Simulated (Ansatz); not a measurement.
`C[NH][GeH3]` + H–F → `[F][GeH3]` + CH₃NH₂ at 298.15 K and 1 bar (ligand exchange at a Ge–N bond).

Calculated with Ansatz (gas phase, PBE0-D4/def2-TZVP geometries, no zero-point term in ΔE). CCSD(T)/CBS adds triple-zeta CCSD(T) − MP2 to the extrapolated MP2 energy (def2 sets, frozen cores). This one scheme is used for every species. For Ge outer-core shells are correlated without core-valence functions, which leaves a few kJ/mol of doubt a bond. Scalar relativity is left out up to krypton.

```csv
species,CCSD(T)/CBS energy (Eh),H − E (kJ/mol),S (J/(mol·K))
`C[NH][GeH3]`,-2173.06430,220.1,309.9
H–F,-100.39570,33.5,173.6
`[F][GeH3]`,-2177.72589,78.1,252.0
CH₃NH₂,-95.75281,180.0,240.4
```

H − E and S are ideal-gas, rigid-rotor, harmonic terms from PBE0-D4/def2-TZVP, for one conformer and one mirror image of each species. 1 Eh = 2625.50 kJ/mol, R = 8.31446 J/(mol·K).

By hand: ΔE, ΔH, ΔS and ΔG.

ΔE = (-2177.72589) + (-95.75281) − (-2173.06430) − (-100.39570) = -0.01870 Eh = -49.1 kJ/mol. Δ(H − E) = 78.1 + 180.0 − 220.1 − 33.5 = 4.5, so ΔH = -44.6 kJ/mol. ΔS = 252.0 + 240.4 − 309.9 − 173.6 = 8.9 J/(mol·K). ΔG = -44.6 − 298.15 × (8.9)/1000 = -47.3 kJ/mol.

By hand: the equilibrium constant, and the temperature at which ΔG would vanish if ΔH and ΔS stayed fixed.

log₁₀ K = −ΔG/(RT ln 10) = 8.3. ΔH and −TΔS have one sign here, so there is no such temperature.

The number of gas molecules stays the same, so ΔS is small and ΔH decides. A doubt of 5 kJ/mol in ΔE shifts log₁₀ K by 0.9 here. Other conformers and mirror images would add mixing entropy, several J/(mol·K) or more a flexible species. These are equilibria of isolated gas molecules and say nothing of rates. Largest T1 diagnostic: 0.012 (customary marks: 0.02 for closed shells, 0.045 for open ones).

ΔS is within the doubt of such terms, so its sign, and with it that verdict, could turn.
